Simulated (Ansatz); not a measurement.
`[CH3][Sn]([CH3])([Cl])[Cl]`, 11 atoms. Charge 0, multiplicity 1. Correlated methods include outer-core shells of Sn, which these sets cover unevenly. Sn: def2 effective core potential. All runs use 2 threads of an AMD EPYC 7R13 on a shared host and a share of an NVIDIA H100 80 GB. Correlated methods freeze the cores. Open-shell runs search over several starts.

Task: How many basis functions does each run have, and how long does it take in Ansatz? RHF-CCSD(T)/def2-TZVPP energy; UHF-CCSD(T)/def2-TZVPP energy of the cation; UHF-MP2/def2-QZVPP energy of the cation; RKS r2SCANh-D4/def2-TZVPP energy; UKS ωB97M-V/def2-TZVPP energy of the cation; RKS PBE0-D4/def2-TZVPP energy; UKS r2SCAN-D4/def2-TZVPP energy of the cation; UKS B2PLYP (frozen core)/def2-TZVPP energy of the cation; RKS SPW92 (LDA)/def2-TZVPP energy; RKS PBE0-D4/def2-TZVP relaxation (5 steps); RKS PBE0-D4/def2-TZVP frequencies; UKS ωB97X-V/def2-TZVPP energy of the cation. (Best estimate.)

Result: Computed: Other jobs shared the machine, so times are rough.

```json
{"level": "RKS PBE0-D4/def2-TZVPP", "job": "energy", "functions": "280", "wall time": "4.2 s", "peak host memory (GiB)": "0.82"}
{"level": "RKS r2SCANh-D4/def2-TZVPP", "job": "energy", "functions": "280", "wall time": "7.5 s", "peak host memory (GiB)": "0.83"}
{"level": "RKS SPW92 (LDA)/def2-TZVPP", "job": "energy", "functions": "280", "wall time": "8.5 s", "peak host memory (GiB)": "0.79"}
{"level": "RHF-CCSD(T)/def2-TZVPP", "job": "energy", "functions": "280", "wall time": "9.5 s", "peak host memory (GiB)": "1.1"}
{"level": "UKS r2SCAN-D4/def2-TZVPP", "job": "energy of the cation", "functions": "280", "wall time": "13 s", "peak host memory (GiB)": "0.94"}
{"level": "RKS PBE0-D4/def2-TZVP", "job": "relaxation (5 steps)", "functions": "222", "wall time": "15 s", "peak host memory (GiB)": "0.87"}
{"level": "UKS B2PLYP (frozen core)/def2-TZVPP", "job": "energy of the cation", "functions": "280", "wall time": "15 s", "peak host memory (GiB)": "1.2"}
{"level": "UKS ωB97M-V/def2-TZVPP", "job": "energy of the cation", "functions": "280", "wall time": "22 s", "peak host memory (GiB)": "1.1"}
{"level": "UKS ωB97X-V/def2-TZVPP", "job": "energy of the cation", "functions": "280", "wall time": "26 s", "peak host memory (GiB)": "1.1"}
{"level": "UHF-MP2/def2-QZVPP", "job": "energy of the cation", "functions": "516", "wall time": "35 s", "peak host memory (GiB)": "1.2"}
{"level": "UHF-CCSD(T)/def2-TZVPP", "job": "energy of the cation", "functions": "280", "wall time": "40 s", "peak host memory (GiB)": "1.3"}
{"level": "RKS PBE0-D4/def2-TZVP", "job": "frequencies", "functions": "222", "wall time": "2.1 min", "peak host memory (GiB)": "0.87"}
```
